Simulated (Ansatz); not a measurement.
`C[N]([GeH3])[InH2]` + `N=C1O[SiH2]1` → `[GeH3]/[N]=C1\O[SiH2]1` + `C[NH][InH2]`  (ligand exchange at a Ge–N bond)

Isolated molecules relaxed with PBE0-D4/def2-TZVP in Ansatz; ΔE leaves out vibrations. CBS: MP2 limit from def2 TZ/QZ plus the TZ coupled-cluster correction, frozen cores. DFT in def2-TZVPP. Elements past krypton have def2 core potentials. For Ge, In outer-core shells are correlated without core-valence functions, which leaves a few kJ/mol of doubt a bond. Scalar relativity is left out up to krypton. One conformer a species, not always the lowest.

Question: Is it downhill or uphill in electronic energy at CCSD(T)/CBS, and by how much? (An estimate is asked.)

Answer: Ansatz gave: Nearly level: ΔE = +0.2 kcal/mol.

Question: What do these levels give: r2SCAN-D4, ωB97X-V, ωB97M-V, PBE, r2SCAN0, CCSD/def2-SVP? (Estimate.)

Answer: The calculation gave: r2SCAN-D4 -1.2, ωB97X-V -1.1, ωB97M-V -1.0, PBE -1.8, r2SCAN0 -1.3, CCSD/def2-SVP 0.1 kcal/mol.

Largest T1 diagnostic among the species: 0.017.

The D4 term adds +0.9 kcal/mol with B3LYP and +0.5 kcal/mol with PBE0; it sums over pairs of atoms, weighted by their polarisabilities, and B3LYP, whose exchange is more repulsive, gets the larger term. Leaving LDA and LC-ωPBE aside and taking each functional with its dispersion term where it has one, the values, not all of them listed here, spread over 1.3 kcal/mol, from BLYP-D4 to B97M-V. LDA lies +1.3 kcal/mol from PBE without D4.

B3LYP here is the variant with VWN-RPA as its local correlation; programs differ in this.
